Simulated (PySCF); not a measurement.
Computed Raman spectrum (relative Raman activity) of a molecule C₅H₈O. Geometry: B3LYP-D3(BJ)/def2-SVP. The values are those of a single conformer. Computed with B3LYP-D3(BJ)/def2-SVP (PySCF 2.14.0). Frequencies are harmonic and unscaled.

```json
[
 {"ν (cm⁻¹)": "493", "relative intensity": "3.0"},
 {"ν (cm⁻¹)": "565", "relative intensity": "6.5"},
 {"ν (cm⁻¹)": "704", "relative intensity": "2.8"},
 {"ν (cm⁻¹)": "847", "relative intensity": "2.0"},
 {"ν (cm⁻¹)": "912", "relative intensity": "2.0"},
 {"ν (cm⁻¹)": "952", "relative intensity": "2.0"},
 {"ν (cm⁻¹)": "1240", "relative intensity": "2.7"},
 {"ν (cm⁻¹)": "1261", "relative intensity": "5.1"},
 {"ν (cm⁻¹)": "1305", "relative intensity": "9.0"},
 {"ν (cm⁻¹)": "1334", "relative intensity": "16"},
 {"ν (cm⁻¹)": "1395", "relative intensity": "2.2"},
 {"ν (cm⁻¹)": "1431", "relative intensity": "9.7"},
 {"ν (cm⁻¹)": "1477", "relative intensity": "7.5"},
 {"ν (cm⁻¹)": "1730", "relative intensity": "26"},
 {"ν (cm⁻¹)": "2960", "relative intensity": "84"},
 {"ν (cm⁻¹)": "2991", "relative intensity": "53"},
 {"ν (cm⁻¹)": "3125", "relative intensity": "23"},
 {"ν (cm⁻¹)": "3145", "relative intensity": "21"},
 {"ν (cm⁻¹)": "3158", "relative intensity": "100"},
 {"ν (cm⁻¹)": "3165", "relative intensity": "61"},
 {"ν (cm⁻¹)": "3252", "relative intensity": "31"},
 {"ν (cm⁻¹)": "3269", "relative intensity": "38"}
]
```

Question: Pick the molecule that these values belong to.
(A) C=CCOC=C
(B) COC1=CCC1
(C) C#C[C@H](C)CO
(D) CC#CCOC

Answer: A, C=CCOC=C
